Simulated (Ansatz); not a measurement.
Geometry optimisation, RKS PBE0-D4/def2-SVP in Ansatz 0.2.0.

input.yaml

```yaml
crystal:
  periodic: [false, false, false]
  atoms:
    - { symbol: Ga, position_ang: [0.164354, -0.109313, 0.108802] }
    - { symbol: O, position_ang: [-0.234293, -0.438759, 1.826723] }
    - { symbol: H, position_ang: [-1.162132, -0.644388, 1.983456] }
    - { symbol: H, position_ang: [1.693247, -0.06989, -0.190782] }
    - { symbol: H, position_ang: [-1.031307, 0.029125, -0.896748] }
    - { symbol: P, position_ang: [0.178381, 3.074609, 1.533571] }
    - { symbol: H, position_ang: [1.558858, 2.783996, 1.307134] }
    - { symbol: H, position_ang: [-0.201897, 2.754739, 0.187515] }
    - { symbol: H, position_ang: [-0.094911, 1.763581, 2.02383] }
basis:
  gaussian: { orbitals: def2-SVP }
hamiltonian:
  xc: pbe0
  dispersion: d4
relax:
  f_tol: 0.03
  max_steps: 50
```

Run as:

```bash
$ ansatz run input.yaml --threads 2 --pin off --max-ram 3072MiB --backend cpu --events-out ev --progress --plain --runs-dir out
```

Q: Where does it end, and by what steps?

A: The forces met the threshold. After 8 steps the energy has fallen by 0.039 eV; H7 moved furthest, 0.25 Å.

```
step  energy less start (eV)  largest force component (eV/Å)  accepted
   0                  0.0000                           0.285       yes
   1                 -0.0071                           0.979       yes
   2                 -0.0254                           0.553       yes
   3                 -0.0317                           0.219       yes
   4                 -0.0354                           0.048       yes
   5                 -0.0370                           0.075       yes
   6                 -0.0378                           0.088       yes
   7                 -0.0381                           0.089       yes
   8                 -0.0389                           0.016       yes
```

```xyz
9
Properties=species:S:1:pos:R:3
Ga 0.200 -0.067 0.165
O -0.266 -0.657 1.795
H -1.214 -0.731 1.943
H 1.741 -0.014 -0.059
H -0.950 0.205 -0.866
P 0.251 3.124 1.456
H 1.548 2.658 1.086
H -0.354 2.712 0.226
H -0.086 1.914 2.137
```

Run time: 23 s on 2 threads of Arm Neoverse V1, on a shared host, peak memory 0.2 GiB.
